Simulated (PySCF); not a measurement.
Correlation energy of Tl⁺ (thallium, charge +1)

[Xe] 4f14 5d10 6s1 6p1, high-spin 3P determinant (an excited configuration). All numbers are calculated (PySCF 2.14, scalar relativity through the core potential, in aug-cc-pVQZ-PP with one added diffuse shell each of s, p, d, f, g type with ECP60MDF (8s8p6d4f3g, 117 functions)). Frozen: 5s2 5p6 5d10; 2 electrons correlated.

Total MP2 correlation energy: -2.14 mhartree.

Same-spin part -2.14 and opposite-spin part 0.00 mhartree; SCS-MP2 scales them by 1/3 and 6/5 to -0.71 mhartree.
